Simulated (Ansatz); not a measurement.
```yaml
crystal:
  periodic: [false, false, false]
  atoms:
    - {symbol: C, position_ang: [0.882477, -0.029193, 0.860858]}
    - {symbol: O, position_ang: [0.469233, -0.796469, 0.118330]}
    - {symbol: Si, position_ang: [-1.067225, -0.991036, -0.687416]}
    - {symbol: F, position_ang: [-1.144284, -2.134181, -1.323622]}
    - {symbol: Se, position_ang: [-1.221299, 0.607699, -1.506956]}
    - {symbol: H, position_ang: [1.105451, 1.058082, -0.012054]}
    - {symbol: H, position_ang: [1.822376, -0.556025, 1.277570]}
    - {symbol: H, position_ang: [0.415468, 0.406973, 1.804427]}
    - {symbol: H, position_ang: [-1.935479, 1.880979, -0.883625]}
basis:
  gaussian: {orbitals: def2-TZVPD, final_grid: {core_spheres: 5, valence_spheres: 4, degree: 11}}
magnetization: {spin_polarized: true, initial_magnetization: 1}
hamiltonian: {xc: {name: SVWN5}}
relax: {f_tol: 0.001, max_steps: 3}
```

```sh
$ ansatz run in.yaml --threads 2 --pin off --events-out ev --progress --plain --max-ram 32768MiB --backend cuda --devices 0, --max-vram 18GiB
```

Q: How does Ansatz answer? (An estimate is asked.)

A: Computed: No converged result was reached.
```
Functional definition: SVWN5
1457 factors; their error is unknown
mean field evaluation 1: about -78909.0125 eV, gradient 6.3e1 eV
mean field evaluation 2: about -78727.5524 eV, gradient 1.7e2 eV
mean field evaluation 4: about -78922.5942 eV, gradient 1.9e1 eV
mean field evaluation 8: about -78923.6301 eV, gradient 4.7e-1 eV
mean field evaluation 16: about -78923.6457 eV, gradient 2.0e-3 eV
mean field -78923.64568943 eV, -2900.3904827181 hartree, gradient 4.4e-5 eV, S^2 0.752067; 3 other end points of the search recorded, 0 dependent functions left out
reference -78923.64575650 eV, -2900.3904851829 hartree; 38, 37 occupied and 215, 216 virtual orbitals, 1457 factors
relax step   1: F+E_penalty+E_count = -78923.64568943 eV  Δ(F+E_penalty+E_count) = +0.000e0 eV  max|allowed force component| = 2.033e1 eV/Å  Δτ_max = 0.0000 Å  (71 SCF iters, accepted)
1457 factors; their error is unknown
mean field -78929.92037805 eV, -2900.6210732718 hartree, gradient 1.6e-5 eV, S^2 0.751169; 0 other end points of the search recorded, 0 dependent functions left out
reference -78929.92044464 eV, -2900.6210757190 hartree; 38, 37 occupied and 215, 216 virtual orbitals, 1457 factors
relax step   2: F+E_penalty+E_count = -78929.92037805 eV  Δ(F+E_penalty+E_count) = -6.275e0 eV  max|allowed force component| = 8.901e0 eV/Å  Δτ_max = 0.1947 Å  (45 SCF iters, accepted)
1457 factors; their error is unknown
mean field -78932.28770729 eV, -2900.7080710168 hartree, gradient 2.6e-5 eV, S^2 0.751250; 0 other end points of the search recorded, 0 dependent functions left out
reference -78932.28777217 eV, -2900.7080734011 hartree; 38, 37 occupied and 215, 216 virtual orbitals, 1457 factors
relax step   3: F+E_penalty+E_count = -78932.28770729 eV  Δ(F+E_penalty+E_count) = -2.367e0 eV  max|allowed force component| = 1.868e0 eV/Å  Δτ_max = 0.1932 Å  (43 SCF iters, accepted)
Error: geometry relaxation did not converge after 3 steps: max|allowed force component| = 1.87e0 eV/Å (threshold 1.0e-3). Raise `relax.max_steps` over both its present limit and 3, loosen `relax.f_tol`, or start from a geometry closer to equilibrium. Where this run's directory can be resumed (`checkpoint.write`), a resume goes on for up to `relax.max_steps` more
```
